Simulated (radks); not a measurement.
Spherical quantum dot in the effective-mass picture: electrons in a hard-walled sphere of radius 2.84, with a point charge +1 (a donor) at the centre, all in effective atomic units (hartree* = m*/eps^2 hartree, bohr* = eps/m* bohr), one dielectric constant everywhere. Method: non-relativistic Kohn-Sham, PBE, spin-polarised, spherical densities; computed with a radial shooting solver with Libxc functionals. Levels are named by radial order and angular momentum (1s, 1p, 1d, 2s, ...), and open shells are averaged over m. At N = 31 the configuration is 1s2 1p6 1d10 2s(up 1, down 0) 1f(up 7, down 5). Does electron 32 go into 1g up or 1f down or 2s down?

Answer. Into 1f down. The total energies of the other choices lie higher by 0.142 hartree* (2s down), 0.919 hartree* (1g up).
